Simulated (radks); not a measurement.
Results of a calculation; reference values are marked as such.
The silicon anion Si4-, [Ar], held by a Watson sphere: a shell of charge +4 at radius R that stands for the Madelung well of a crystal (potential energy -4/R inside, -4/r outside, in hartree with lengths in bohr). Level of theory: non-relativistic Kohn-Sham, LDA (Slater exchange, Perdew-Wang correlation), spin-polarised, spherical densities, point nucleus (a radial shooting solver on a logarithmic mesh with Libxc functionals). Response by self-consistent Sternheimer equations with the Hartree and adiabatic LDA kernel. The sphere does not respond.

R (bohr)  e(2p) (eV)  e(3s) (eV)  e(3p) (eV)  <r> 3p (bohr)  sum of <r^2> (bohr^2)  X-ray form factor at sin(theta)/lambda = 0.2 1/angstrom  alpha (bohr^3)
2.06         -92.800     -15.124      -7.898          2.423                  53.94                                                   10.215           35.00
2.88         -91.945     -12.237      -6.318          2.868                  72.98                                                    9.596           64.87
3.11         -92.020     -11.596      -5.907          2.995                  78.91                                                    9.512           77.37
3.79         -92.278     -10.106      -4.850          3.375                  97.82                                                    9.427           129.6
3.99         -92.335      -9.770      -4.586          3.488                  103.8                                                    9.433           150.3
4.12         -92.366      -9.574      -4.427          3.562                  107.8                                                    9.441           165.3
